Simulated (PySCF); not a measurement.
## C₇H₃F₅: full NMR table

| Item | Value |
| --- | --- |
| Formula | C7H3F5 |
| SMILES | C#CC#CCC(F)(F)C(F)(F)F |
| InChI | InChI=1S/C7H3F5/c1-2-3-4-5-6(8,9)7(10,11)12/h1H,5H2 |
| Point group of the computed structure | C1 |
| Degrees of unsaturation | 4 |
| Carbon signals | 7 |
| Proton signals | 2 |

Structure with atom numbers: `[CH:1]#[C:2][C:3]#[C:4][CH2:5][C:6]([F:7])([F:8])[C:9]([F:10])([F:11])[F:12]`. Hydrogens are named by the atom that carries them.

No solvent model, no relativistic terms, one conformer, equivalent nuclei averaged. Structure optimised with GFN2-xTB; GIAO PBE0/pcSseg-1 shieldings; PySCF 2.14.0 with density-fitted response routines.

References, each an isolated molecule treated in the same way: ¹H (σ = 31.72 ppm) and ¹³C (σ = 186.93 ppm) vs TMS; ¹⁹F (σ = 170.95 ppm) against CFCl3.

| carbon | δC, type | δH (multiplicity) | HMBC from (2–3 bonds) | span of the C tensor (ppm) |
| --- | --- | --- | --- | --- |
| C1 | 74.4, CH | 1.35 (s) | – | 237 |
| C2 | 73.4, C | – | H(C1) | 266 |
| C3 | 79.8, C | – | H(C5), H(C1) | 237 |
| C4 | 69.5, C | – | H(C5) | 274 |
| C5 | 28.3, CH2 | 3.28 (m) | – | 36 |
| C6 | 122.2, C | – | H(C5) | 27 |
| C9 | 128.7, C | – | H(C5) | 17 |

Other nuclei:
```csv
atoms,nucleus,environment,δ (ppm),σ (ppm)
F10/F11/F12,¹⁹F,fluorine of a CF3 group,-93.2,264.2
F7/F8,¹⁹F,fluorine of a CF2 group,-129.7,300.6
```

Carbon types of the structure: 5 × C, 1 × CH, 1 × CH2, which accounts for all hydrogens. δC 128.7: CF3 carbon; 3 electronegative neighbours deshield it. δC 122.2: fully substituted sp3 carbon bonded to 2 F; 2 electronegative neighbours deshield it. δC 79.8, 73.4, 69.5: alkyne carbon; sp carbons lie upfield of alkene carbons because the cylindrical π system leaves one tensor component strongly shielded. δC 74.4: terminal alkyne carbon; the triple bond shields along its axis, which puts it between sp3 and sp2 carbons. δC 28.3: propargylic sp3 CH2; a saturated carbon with 2 carbon neighbours and no heteroatom attached.

Splittings by ¹⁹F in the carbon and heteronuclear signals aren't shown, as no couplings were computed. Shifts are as computed. Against solution values, carbons near 30 ppm lie about +3 ppm off and those near 130 ppm about +5 ppm. Of 1211 compounds with measured shifts, 218 miss one by over three times the rms of a fit or turn the order of signals round; such compounds aren't used in these exercises. Unscaled 19F shifts against computed CFCl3 carry errors that often reach 10 to 50 ppm. Multiplicities follow the n + 1 count of equivalent neighbours, as no J values were calculated; m marks all less simple cases, F and P coupling included.
